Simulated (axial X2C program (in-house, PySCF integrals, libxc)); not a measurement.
## WCN⁺: properties at the nuclei

Calculated with an axial X2C code built on PySCF integrals: two-component X2C with atomic mean-field Coulomb and Gaunt terms, Gaussian nuclei, basis W dyall-v3z, C dyall-v3z, N dyall-av3z with contracted cores.

W–C–N held linear, with bonds 1.974 and 1.168 Å (near the PBE0 minimum at charge 1 of the determinant lowest at the starting distance; the state shown can have its own minimum elsewhere, held linear; other orders of the atoms were not compared).

Determinant lowest in the PBE0 search, Ω = 1 (⟨Sz⟩ = 1.97, ⟨Lz⟩ = -0.97 at PBE0), spin on the atoms W 2.00, C -0.07, N 0.03:

| level | Eeff magnitude (GV/cm) | Ws magnitude W (kHz) | A∥/gI W (MHz) | qzz W (a.u.) | A∥/gI C (MHz) | qzz C (a.u.) | A∥/gI N (MHz) | qzz N (a.u.) |
| --- | --- | --- | --- | --- | --- | --- | --- | --- |
| PBE0 | 4.05 | 3.5 | 4630 | -0.10 | -31.5 | -0.43 | -67.4 | -1.36 |
| HF | 4.94 | 5.05 | 4030 | -2.06 | -77.1 | -0.47 | -40.1 | -1.49 |
| r2SCAN | 8.57 | 8.3 | 5290 | 0.09 | -32.7 | -0.45 | -67.3 | -1.34 |

Determinant 0.24 eV from it at PBE0 and this distance, Ω = 3 (⟨Sz⟩ = 1.97, ⟨Lz⟩ = 1.03 at PBE0), spin on the atoms W 2.02, C -0.07, N 0.02:

```tsv
level	Eeff magnitude (GV/cm)	Ws magnitude W (kHz)	A∥/gI W (MHz)	qzz W (a.u.)	A∥/gI C (MHz)	qzz C (a.u.)	A∥/gI N (MHz)	qzz N (a.u.)
PBE0	2.29	0.737	1930	0.37	-9.84	-0.44	23.4	-1.36
HF	6.66	2.03	1700	-1.26	-28.6	-0.46	10.6	-1.48
r2SCAN	7.31	2.46	2150	0.43	-6.34	-0.46	23.8	-1.34
```

Eeff is the effective electric field on the electron electric dipole moment in this Ω state and Ws the scalar–pseudoscalar constant of the nucleus named (defined with the proton number Z and per Ω); A∥ (defined per Ω) follows by multiplying with gI = μI/(I μN); qzz is the electric field gradient, eQq0 = 234.96 MHz × Q/barn × qzz. The operators were transformed with the bare-nucleus X2C matrices; with these basis sets, hyperfine constants and field gradients can be off by tens of per cent, and where levels differ in sign neither size nor sign is settled.

(1) With gI(183W) = 0.2356, gI(14N) = 0.4038, Q(14N) = 0.02044 barn (g factors from the IAEA table of nuclear moments by Stone; Q from Pyykkö, Mol. Phys. 2018), turn the PBE0 values of the first state into constants in MHz.

The molecule was held linear; bending was not examined, so a bent shape may lie lower.

Each state is one determinant with collinear spin, which with several unpaired electrons need not be a pure state. Unrestricted Hartree–Fock can overshoot spin polarisation at the nuclei. In the state Ω = 1 the sign of Eeff differs between levels (HF against PBE0). In the state Ω = 3 the sign of Eeff differs between levels (HF against PBE0). With several open shells hyperfine constants can be off by a factor of several. Where Eeff spreads by more than a factor of two the levels disagree and none is to be relied on. Open-shell Ω = 0 determinants with evenly filled partner blocks cannot be reached by this program, so the Ω shown need not be the lowest component. The search compared states at one distance, so a state with another bond length can lie lower. The sign of Ws at W differs between levels in the first state. The sign of Ws at W differs between levels in the second state. Where a field gradient or hyperfine factor spreads by more than a factor of two over the levels, a constant derived from it is not to be relied on. PBE0 term energies can be off by some tenths of an eV.

Results:

(1) A∥(183W) = 4630 × 0.2356 = 1090 MHz; A∥(14N) = -67.4 × 0.4038 = -27.2 MHz; eQq0(14N) = 234.96 × (0.02044) × (-1.36) = -6.53 MHz.
